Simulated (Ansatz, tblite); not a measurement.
Removing and adding an electron: SnH3(nBu) (C₄H₁₂Sn). Charge 0, multiplicity 1. Geometry: PBE-D4/def2-SVP. Ansatz, gas phase; energy differences of separate SCF runs; the oxidised species was run as a doublet alone; the reduced species was run as a doublet alone.

```xyz
17

Sn   -0.001    2.871   -0.253
H     0.842    3.953    0.803
H     0.445    3.224   -1.890
H    -1.704    3.129   -0.078
C     0.488    0.796    0.212
C    -0.222   -0.218   -0.692
C     0.150   -1.685   -0.410
C    -0.274   -2.194    0.969
H     1.592    0.700    0.131
H     0.232    0.645    1.282
H    -1.325   -0.102   -0.596
H     0.010    0.006   -1.756
H    -0.314   -2.322   -1.195
H     1.249   -1.809   -0.533
H    -0.020   -3.265    1.101
H     0.223   -1.637    1.789
H    -1.371   -2.092    1.116
```

In the def2 sets Sn takes a core potential; there is no spin–orbit coupling. The xTB rows come from tblite. Correlated methods freeze 8 core orbitals; core or outer-core shells of Sn are correlated, in sets that lack core-valence functions. The rows differ in basis, and correlated rows in double-zeta sets carry the largest basis error.

```csv
level,−HOMO (eV),vertical IE (eV),−LUMO (eV),vertical EA (eV),HOMO–LUMO gap (eV),IE − EA (eV),remarks
GFN1-xTB,11.69,14.37,5.32,2.49,6.37,11.88,–
GFN2-xTB,11.09,13.64,5.22,2.53,5.87,11.11,–
HF/def2-SVP,–,8.99,–,–,–,–,–
PBE-D4/def2-TZVP,6.60,9.30,0.51,–,6.10,–,–
PBE-D4/def2-TZVPD,6.61,–,0.64,-0.68,5.97,–,HOMO above zero (-1 doublet)
BLYP-D4/def2-TZVP,6.48,9.24,0.47,–,6.01,–,–
BLYP-D4/def2-TZVPD,6.49,–,0.62,-0.70,5.87,–,HOMO above zero (-1 doublet)
PBE0-D4/def2-TZVP,7.73,9.53,-0.26,–,7.99,–,–
PBE0-D4/def2-TZVPD,7.74,–,0.01,-0.83,7.73,–,HOMO above zero (-1 doublet)
MP2/def2-SVP,–,9.79,–,–,–,–,–
CCSD/def2-SVP,–,9.65,–,–,–,–,–
CCSD(T)/def2-SVP,–,9.66,–,–,–,–,–
```

   A HOMO above zero means that the electron is unbound at that level or that self-interaction error raises the level; the energy of removing that electron tells which. Raw xTB energy differences between charge states are shifted by several eV; the methods need an empirical correction for them. A negative affinity means that the extra electron isn't bound; its size then hangs on the basis.
